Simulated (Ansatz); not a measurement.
Ansatz (a program for electronic structure) input (B3LYP-D3(BJ)/def2-TZVP):

Ansatz 0.2 input:
```yaml
crystal:
  periodic: [false, false, false]
  atoms:
    - {symbol: C, position_ang: [0.23590132, 1.65404884, 0.29640781]}
    - {symbol: C, position_ang: [-1.03341660, 1.01180412, 0.74729723]}
    - {symbol: C, position_ang: [-1.59887062, -0.02579718, -0.24331466]}
    - {symbol: C, position_ang: [-0.97658772, -1.42451542, -0.14809893]}
    - {symbol: C, position_ang: [0.54336026, -1.47237580, 0.06642419]}
    - {symbol: C, position_ang: [1.35160007, -0.43609497, -0.72241246]}
    - {symbol: C, position_ang: [1.49319768, 0.91080502, 0.00481685]}
    - {symbol: H, position_ang: [0.30645341, 2.73283711, 0.36711952]}
    - {symbol: H, position_ang: [-0.90041842, 0.52325795, 1.72658684]}
    - {symbol: H, position_ang: [-1.77998118, 1.79241488, 0.90623098]}
    - {symbol: H, position_ang: [-2.67661825, -0.11862910, -0.08537284]}
    - {symbol: H, position_ang: [-1.47463180, 0.36881876, -1.25471064]}
    - {symbol: H, position_ang: [-1.45289825, -1.97410834, 0.66927458]}
    - {symbol: H, position_ang: [-1.22635699, -1.97042240, -1.06267583]}
    - {symbol: H, position_ang: [0.76761436, -1.34307707, 1.12994878]}
    - {symbol: H, position_ang: [0.88791836, -2.47812811, -0.18661538]}
    - {symbol: H, position_ang: [0.90911193, -0.28297345, -1.71129285]}
    - {symbol: H, position_ang: [2.35904155, -0.82328393, -0.89447666]}
    - {symbol: H, position_ang: [2.02346702, 0.70653837, 0.95276383]}
    - {symbol: H, position_ang: [2.16619174, 1.55950783, -0.56350024]}
basis:
  gaussian:
    orbitals: def2-TZVP
hamiltonian:
  xc: b3lyp
  dispersion: d3bj
magnetization: {spin_polarized: true, initial_magnetization: 1}
phonons: {temperatures: {t_min: 298.15, t_max: 298.15, t_step: 100}}
```

Output:

```
Functional definition: B3LYP
integrals: 0.30 GiB planned
1832 factors; their error is unknown
0.43 GiB of the device are held for the grids
2.05 GiB of device memory are held for the factors and their scratch space
mean field: 2.62 GiB planned
mean field evaluation 1: about -7455.0538 eV, gradient 6.0e1 eV
mean field evaluation 2: about -7434.1902 eV, gradient 8.8e1 eV
mean field evaluation 4: about -7472.8277 eV, gradient 2.2e0 eV
mean field evaluation 8: about -7472.8455 eV, gradient 3.8e-2 eV
mean field evaluation 16: about -7472.7880 eV, gradient 4.6e-4 eV
mean field -7472.78800097 eV, -274.6198937982 hartree, gradient 5.0e-5 eV, S^2 0.754176; 0 other end points of the search recorded, 0 dependent functions left out
the calculation of the forces begins
reference -7472.78833568 eV, -274.6199060984 hartree; 28, 27 occupied and 267, 268 virtual orbitals, 1832 factors
these checks for a lower state are left out or cut short: stability, starts, cluster_reference, orbital_swaps, neighbouring_geometries, increment
integrals: 0.30 GiB planned
1832 factors; their error is unknown
0.43 GiB of the device are held for the grids
2.05 GiB of device memory are held for the factors and their scratch space
mean field: 2.62 GiB planned
mean field -7472.78787050 eV, -274.6198890033 hartree, gradient 3.3e-6 eV, S^2 0.754178; 0 other end points of the search recorded, 0 dependent functions left out
the calculation of the forces begins
reference -7472.78820520 eV, -274.6199013034 hartree; 28, 27 occupied and 267, 268 virtual orbitals, 1832 factors
these checks for a lower state are left out or cut short: stability, starts, cluster_reference, orbital_swaps, neighbouring_geometries, increment
integrals: 0.30 GiB planned
1832 factors; their error is unknown
0.43 GiB of the device are held for the grids
2.05 GiB of device memory are held for the factors and their scratch space
mean field: 2.62 GiB planned
mean field evaluation 32: about -7472.7878 eV, gradient 2.0e-6 eV
mean field -7472.78784325 eV, -274.6198880020 hartree, gradient 3.3e-6 eV, S^2 0.754174; 0 other end points of the search recorded, 0 dependent functions left out
the calculation of the forces begins
reference -7472.78817796 eV, -274.6199003024 hartree; 28, 27 occupied and 267, 268 virtual orbitals, 1832 factors
these checks for a lower state are left out or cut short: stability, starts, cluster_reference, orbital_swaps, neighbouring_geometries, increment
integrals: 0.30 GiB planned
1832 factors; their error is unknown
0.43 GiB of the device are held for the grids
2.05 GiB of device memory are held for the factors and their scratch space
mean field: 2.62 GiB planned
mean field -7472.78792423 eV, -274.6198909777 hartree, gradient 3.3e-6 eV, S^2 0.754171; 0 other end points of the search recorded, 0 dependent functions left out
the calculation of the forces begins
reference -7472.78825887 eV, -274.6199032756 hartree; 28, 27 occupied and 267, 268 virtual orbitals, 1832 factors
these checks for a lower state are left out or cut short: stability, starts, cluster_reference, orbital_swaps, neighbouring_geometries, increment
integrals: 0.30 GiB planned
1832 factors; their error is unknown
0.43 GiB of the device are held for the grids
2.05 GiB of device memory are held for the factors and their scratch space
mean field: 2.62 GiB planned
mean field -7472.78771376 eV, -274.6198832431 hartree, gradient 3.3e-6 eV, S^2 0.754181; 0 other end points of the search recorded, 0 dependent functions left out
[...]
1832 factors; their error is unknown
0.43 GiB of the device are held for the grids
2.05 GiB of device memory are held for the factors and their scratch space
mean field: 2.62 GiB planned
mean field -7472.78799926 eV, -274.6198937350 hartree, gradient 3.3e-6 eV, S^2 0.754175; 0 other end points of the search recorded, 0 dependent functions left out
the calculation of the forces begins
reference -7472.78833397 eV, -274.6199060354 hartree; 28, 27 occupied and 267, 268 virtual orbitals, 1832 factors
these checks for a lower state are left out or cut short: stability, starts, cluster_reference, orbital_swaps, neighbouring_geometries, increment
integrals: 0.30 GiB planned
1832 factors; their error is unknown
0.43 GiB of the device are held for the grids
2.05 GiB of device memory are held for the factors and their scratch space
mean field: 2.62 GiB planned
mean field evaluation 800: about -7472.7880 eV, gradient 7.6e-4 eV
mean field -7472.78796633 eV, -274.6198925251 hartree, gradient 3.3e-6 eV, S^2 0.754178; 0 other end points of the search recorded, 0 dependent functions left out
the calculation of the forces begins
reference -7472.78830103 eV, -274.6199048251 hartree; 28, 27 occupied and 267, 268 virtual orbitals, 1832 factors
these checks for a lower state are left out or cut short: stability, starts, cluster_reference, orbital_swaps, neighbouring_geometries, increment
integrals: 0.30 GiB planned
1832 factors; their error is unknown
0.43 GiB of the device are held for the grids
2.05 GiB of device memory are held for the factors and their scratch space
mean field: 2.62 GiB planned
mean field -7472.78794754 eV, -274.6198918346 hartree, gradient 3.3e-6 eV, S^2 0.754180; 0 other end points of the search recorded, 0 dependent functions left out
the calculation of the forces begins
reference -7472.78828225 eV, -274.6199041350 hartree; 28, 27 occupied and 267, 268 virtual orbitals, 1832 factors
these checks for a lower state are left out or cut short: stability, starts, cluster_reference, orbital_swaps, neighbouring_geometries, increment
integrals: 0.30 GiB planned
1832 factors; their error is unknown
0.43 GiB of the device are held for the grids
2.05 GiB of device memory are held for the factors and their scratch space
mean field: 2.62 GiB planned
mean field -7472.78791235 eV, -274.6198905412 hartree, gradient 3.3e-6 eV, S^2 0.754172; 0 other end points of the search recorded, 0 dependent functions left out
the calculation of the forces begins
reference -7472.78824705 eV, -274.6199028411 hartree; 28, 27 occupied and 267, 268 virtual orbitals, 1832 factors
these checks for a lower state are left out or cut short: stability, starts, cluster_reference, orbital_swaps, neighbouring_geometries, increment
integrals: 0.30 GiB planned
1832 factors; their error is unknown
0.43 GiB of the device are held for the grids
2.05 GiB of device memory are held for the factors and their scratch space
mean field: 2.62 GiB planned
mean field -7472.78798616 eV, -274.6198932536 hartree, gradient 3.3e-6 eV, S^2 0.754177; 0 other end points of the search recorded, 0 dependent functions left out
the calculation of the forces begins
reference -7472.78832091 eV, -274.6199055555 hartree; 28, 27 occupied and 267, 268 virtual orbitals, 1832 factors
these checks for a lower state are left out or cut short: stability, starts, cluster_reference, orbital_swaps, neighbouring_geometries, increment
integrals: 0.30 GiB planned
1832 factors; their error is unknown
0.43 GiB of the device are held for the grids
2.05 GiB of device memory are held for the factors and their scratch space
mean field: 2.62 GiB planned
mean field -7472.78792202 eV, -274.6198908966 hartree, gradient 3.3e-6 eV, S^2 0.754176; 0 other end points of the search recorded, 0 dependent functions left out
the calculation of the forces begins
reference -7472.78825668 eV, -274.6199031952 hartree; 28, 27 occupied and 267, 268 virtual orbitals, 1832 factors
these checks for a lower state are left out or cut short: stability, starts, cluster_reference, orbital_swaps, neighbouring_geometries, increment
integrals: 0.30 GiB planned
1832 factors; their error is unknown
0.43 GiB of the device are held for the grids
2.05 GiB of device memory are held for the factors and their scratch space
mean field: 2.62 GiB planned
mean field evaluation 832: about -7472.8504 eV, gradient 5.7e-1 eV
mean field -7472.78797970 eV, -274.6198930162 hartree, gradient 3.3e-6 eV, S^2 0.754176; 0 other end points of the search recorded, 0 dependent functions left out
the calculation of the forces begins
reference -7472.78831445 eV, -274.6199053181 hartree; 28, 27 occupied and 267, 268 virtual orbitals, 1832 factors
these checks for a lower state are left out or cut short: stability, starts, cluster_reference, orbital_swaps, neighbouring_geometries, increment
integrals: 0.30 GiB planned
1832 factors; their error is unknown
0.43 GiB of the device are held for the grids
2.05 GiB of device memory are held for the factors and their scratch space
mean field: 2.62 GiB planned
mean field -7472.78793024 eV, -274.6198911986 hartree, gradient 3.3e-6 eV, S^2 0.754176; 0 other end points of the search recorded, 0 dependent functions left out
the calculation of the forces begins
reference -7472.78826490 eV, -274.6199034972 hartree; 28, 27 occupied and 267, 268 virtual orbitals, 1832 factors
these checks for a lower state are left out or cut short: stability, starts, cluster_reference, orbital_swaps, neighbouring_geometries, increment
integrals: 0.30 GiB planned
1832 factors; their error is unknown
0.43 GiB of the device are held for the grids
2.05 GiB of device memory are held for the factors and their scratch space
mean field: 2.62 GiB planned
mean field -7472.78795491 eV, -274.6198921055 hartree, gradient 3.3e-6 eV, S^2 0.754177; 0 other end points of the search recorded, 0 dependent functions left out
the calculation of the forces begins
reference -7472.78828959 eV, -274.6199044047 hartree; 28, 27 occupied and 267, 268 virtual orbitals, 1832 factors
these checks for a lower state are left out or cut short: stability, starts, cluster_reference, orbital_swaps, neighbouring_geometries, increment
integrals: 0.30 GiB planned
1832 factors; their error is unknown
0.43 GiB of the device are held for the grids
2.05 GiB of device memory are held for the factors and their scratch space
mean field: 2.62 GiB planned
mean field -7472.78797071 eV, -274.6198926861 hartree, gradient 3.3e-6 eV, S^2 0.754176; 0 other end points of the search recorded, 0 dependent functions left out
the calculation of the forces begins
reference -7472.78830545 eV, -274.6199049873 hartree; 28, 27 occupied and 267, 268 virtual orbitals, 1832 factors
Total energy: -7473.63508229 eV, -274.6510234624 hartree
Atom 0 at     0.235901     1.654049     0.296408 Å, force    -0.000227    -0.000847    -0.000484 eV/Å
Atom 1 at    -1.033417     1.011804     0.747297 Å, force    -0.000207     0.000052    -0.000255 eV/Å
Atom 2 at    -1.598871    -0.025797    -0.243315 Å, force     0.000044    -0.000404     0.000682 eV/Å
Atom 3 at    -0.976588    -1.424515    -0.148099 Å, force     0.000429     0.000467     0.000420 eV/Å
Atom 4 at     0.543360    -1.472376     0.066424 Å, force    -0.000870     0.000134     0.000224 eV/Å
Atom 5 at     1.351600    -0.436095    -0.722412 Å, force     0.001057    -0.000561     0.000328 eV/Å
Atom 6 at     1.493198     0.910805     0.004817 Å, force     0.000383     0.000429    -0.000654 eV/Å
Atom 7 at     0.306453     2.732837     0.367120 Å, force     0.000132     0.001728     0.000378 eV/Å
Atom 8 at    -0.900418     0.523258     1.726587 Å, force     0.000810    -0.000674    -0.000274 eV/Å
Atom 9 at    -1.779981     1.792415     0.906231 Å, force    -0.000140     0.000040    -0.000189 eV/Å
Atom 10 at    -2.676618    -0.118629    -0.085373 Å, force    -0.000258     0.000036    -0.000222 eV/Å
Atom 11 at    -1.474632     0.368819    -1.254711 Å, force    -0.000247    -0.000189     0.000255 eV/Å
Atom 12 at    -1.452898    -1.974108     0.669275 Å, force    -0.000313    -0.000249    -0.000077 eV/Å
Atom 13 at    -1.226357    -1.970422    -1.062676 Å, force     0.000102    -0.000060    -0.000171 eV/Å
Atom 14 at     0.767614    -1.343077     1.129949 Å, force    -0.000275     0.000028     0.000208 eV/Å
Atom 15 at     0.887918    -2.478128    -0.186615 Å, force    -0.000044     0.000018     0.000030 eV/Å
Atom 16 at     0.909112    -0.282973    -1.711293 Å, force     0.000040     0.000779    -0.000205 eV/Å
Atom 17 at     2.359042    -0.823284    -0.894477 Å, force     0.000074    -0.000081     0.000028 eV/Å
Atom 18 at     2.023467     0.706538     0.952764 Å, force    -0.000370    -0.000627     0.000017 eV/Å
Atom 19 at     2.166192     1.559508    -0.563500 Å, force    -0.000119    -0.000020    -0.000037 eV/Å
Dipole moment:     0.007816    -0.039061     0.015765 e Å
Vibrations: 99.45 141.36 245.39 283.90 336.66 349.31 404.93 515.54 596.58 742.48 758.96 821.73 841.75 860.53 948.35 972.99 1002.24 1010.79 1033.66 1058.16 1129.49 1164.80 1169.12 1211.56 1228.07 1247.04 1294.07 1311.68 1348.14 1359.40 1369.88 1382.88 1395.52 1400.37 1407.46 1464.06 1476.70 1488.42 1492.07 1503.92 1507.99 2893.04 2928.49 3011.93 3014.94 3020.15 3028.47 3035.92 3038.31 3051.45 3057.36 3060.33 3066.14 3161.53 cm⁻¹, zero-point energy 5.005580 eV
```

It need not be the lowest isomer of its formula.
